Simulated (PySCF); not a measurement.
**Sc: excitation energy**

Sc [Ar] 3d1 4s2 (2D) → Sc [Ar] 3d3 (4F), as a difference of total energies. Calculation: PySCF 2.14, in ANO-RCC-VTZP; the spin-free X2C one-electron Hamiltonian (Gaussian nucleus). Correlated levels: valence: [Ar] frozen; valence and next inner shell: [Ne] frozen. The calculations carry no spin-orbit coupling.

| method | excitation energy (eV) |
| --- | --- |
| UHF | 4.892 |
| LDA | 3.348 |
| PBE | 3.335 |
| PBE0 | 3.633 |
| TPSSh | 3.468 |
| M06 | 4.007 |
| CAM-B3LYP | 3.923 |
| MP2 (valence) | 4.970 |
| SCS-MP2 (valence) | 5.493 |
| MP2 (valence and next inner shell) | 4.536 |
| SCS-MP2 (valence and next inner shell) | 5.090 |

Q: How much does correlation contribute at MP2 (valence and next inner shell)?

A: 4.536 − (4.892) = -0.356 eV, measured against UHF.
